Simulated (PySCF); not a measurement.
H₃BeN (SMILES [BeH][NH2]), singlet, at a GFN2-xTB geometry (such geometries of metal compounds can be far from the true shape). Base run: M062X/6-31+G* run with PySCF.

Here is a job for PySCF.
```python
from pyscf import gto, scf, dft, solvent

mol = gto.M(
    atom='''
Be   -0.561192   -0.099375   -0.782642
H    -1.305768   -0.213691   -1.804344
N     0.316299    0.053418    0.438647
H     1.049440   -0.563343    0.750398
H     0.286999    0.800603    1.113987
''',
    basis='6-31+g*',
    charge=0,
    spin=0,
    verbose=4,
)

mf = dft.RKS(mol)
mf.xc = 'm062x'
mf.kernel()
```

Each row names what was changed in the base input (with any setting that the change needs).

```
change                                                     ΔE vs base (kcal/mol)  dipole (D)  HOMO-LUMO gap (eV)
---------------------------------------------------------  ---------------------  ----------  ------------------
base                                                                       0.000        1.41                8.59
model = IEF-PCM; solvent = 2-propanol                                      -4.71        1.66                8.69
model = IEF-PCM; solvent = n-hexane                                        -1.78        1.51                8.62
model = IEF-PCM; solvent = acetonitrile                                    -4.90        1.67                8.70
model = IEF-PCM; solvent = chloroform; lebedev_order = 11                  -3.39        1.59                8.65
model = IEF-PCM; solvent = chloroform; vdw_scale = 1.1                     -4.98        1.61                8.67
model = C-PCM; solvent = chloroform                                        -3.98        1.61                8.68
model = IEF-PCM; solvent = chloroform; r_probe = 0.5                       -1.25        1.53                8.64
model = IEF-PCM; solvent = toluene                                         -2.32        1.54                8.63
model = IEF-PCM; solvent = chloroform; vdw_scale = 1.4                     -1.93        1.57                8.64
model = IEF-PCM; solvent = chloroform; vdw_scale = 1.0                     -7.23        1.61                8.66
model = IEF-PCM; solvent = chloroform                                      -3.54        1.60                8.66
```

The base is the gas phase, so ΔE is the electrostatic part of solvation at a fixed geometry, without cavity and dispersion terms.
